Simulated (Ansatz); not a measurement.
Gas-phase electronic energies from Ansatz, PBE0-D4/def2-TZVP geometries. CBS: MP2 limit from def2 TZ/QZ plus the TZ coupled-cluster correction, frozen cores. Elements past krypton have def2 core potentials. For Sn outer-core shells are correlated without core-valence functions, which leaves a few kJ/mol of doubt a bond. Each species was taken in one conformer, which may not be the lowest.

Reaction (ligand exchange at the Si–O bond): `[SiH3][O][Sn][Cl]` + `[OH][SnH3]` → `[SiH3][O][SnH3]` + `[OH][Sn][Cl]`

| species | CCSD(T)/CBS(def2) energy (Eh) |
| --- | --- |
| `[SiH3][O][Sn][Cl]` | -1039.98803 |
| `[OH][SnH3]` | -291.59405 |
| `[SiH3][O][SnH3]` | -581.91447 |
| `[OH][Sn][Cl]` | -749.66523 |

Q: Work out ΔE.

A: ΔE = (-581.91447) + (-749.66523) − (-1039.98803) − (-291.59405) = 0.00238 Eh = +6.2 kJ/mol.

Largest T1 diagnostic among the species: 0.017.

At CCSD(T), def2-SVP lies +4.1 kJ/mol from the extrapolated value and def2-TZVPP +0.5 kJ/mol. The D4 term adds +3.2 kJ/mol with B3LYP and +1.7 kJ/mol with PBE0; it sums over pairs of atoms, weighted by their polarisabilities, and B3LYP, whose exchange is more repulsive, gets the larger term.

B3LYP here is the variant with VWN-RPA as its local correlation; programs differ in this.
